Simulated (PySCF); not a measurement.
A structure optimised at PBE0-D3(BJ)/def2-SVP, used in a PySCF frequency run:

```xyz
5

Ti     0.0000     0.0000     0.0000
Cl     1.7583    -1.0152    -0.7178
Cl     0.0000     2.0303    -0.7178
Cl    -1.7583    -1.0152    -0.7178
Cl     0.0000     0.0000     2.1535
```
Charge 0, spin multiplicity 1.

Write its SMILES, formula and point group.

[Cl][Ti]([Cl])([Cl])[Cl], Cl4Ti, C3v

What are its rotational constants (standard atomic weights)?

1.1528, 1.1528, 1.1528 GHz
